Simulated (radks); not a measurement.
Values are calculated unless marked as measured or tabulated.
Problem. Neutral zinc, [Ar] 3d10 4s2. Level of theory: non-relativistic Kohn-Sham, exchange-only B88, spin-polarised, spherical densities, point nucleus (a radial shooting solver on a logarithmic mesh with Libxc functionals). Every spin shell is full or empty, so the densities are truly spherical. Functionals are evaluated on that one density, not self-consistently. Rank these orbital-free kinetic functionals by their error against the exact value of the orbitals, and give that value: Thomas-Fermi, von Weizsacker, TF + vW, TF + vW/5, APBEK, revAPBEK, Perdew 92, Thakkar, Pearson, LKT, DePristo-Kress, Ernzerhof.

Solution. Exact: 1778.12 hartree. From best to worst, with 100 (|E| - |E exact|)/|E exact| (equal figures are ties): APBEK -0.02, DePristo-Kress -0.20, revAPBEK +0.22, Ernzerhof -0.49, Thakkar -0.56, Perdew 92 -0.86, Pearson -1.29, TF + vW/5 +3.51, Thomas-Fermi -6.36, LKT +23.32, TF + vW +42.98, von Weizsacker -50.66.
